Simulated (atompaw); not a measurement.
Building the PAW (atompaw) potential for Tb (PBE, scalar-relativistic).

- Element: terbium (Tb)
- Generator: atompaw 4.2.0.5
- Type: PAW
- Functional: PBE
- Relativity: scalar-relativistic
- Frozen core: [Kr] 4d10
- Valence charge: 19
- Reference configuration: 4f9 5s2 5p6 5d0 6s2 6p0
- Partial waves: 5s (bound): rc 1.65 bohr; 6s (bound): rc 2.15 bohr; 5p (bound): rc 2.10 bohr; 6p (bound, empty): rc 2.80 bohr; 5d (bound, empty): rc 2.80 bohr; 5d channel at 2.95 Ry: rc 2.80 bohr; 4f (bound): rc 1.10 bohr; 4f channel at 1.6 Ry: rc 1.10 bohr
- Local potential: troulliermartins scheme with l = 4 at 0 Ry, radius 2.20 bohr
- Core correction: smooth core density matched at 2.45 bohr
- Augmentation charge: sinc compensation charge, radius 2.05 bohr; PAW radius 2.80 bohr; waves and projectors: custom polynom2 7 10 vanderbiltortho

All-electron outer shells of the reference configuration (PBE, scalar-relativistic, ld1.x):

```
shell  level (eV)  outermost node (bohr)  outermost maximum (bohr)
   4p     -280.37                   0.28                      0.53
   4d     -146.92                   0.26                      0.55
   5s      -47.48                   0.64                      1.18
   5p      -24.83                   0.69                      1.35
   6s       -3.70                   1.60                      3.54
   4f       -3.03                      –                      0.56
   5d       -1.30                   0.78                      2.12
   6p       -1.17                   1.96                      4.83
```

Q: Is the overlap operator S = 1 + Σ q|β⟩⟨β| positive definite (Bessel basis up to 400 Ry)?

A: Yes: its lowest eigenvalue is 0.41 (p channel).

A Bessel basis up to 400 Ry misses an occupied level by 0.32 Ry, so cutoffs and ghosts were not judged.
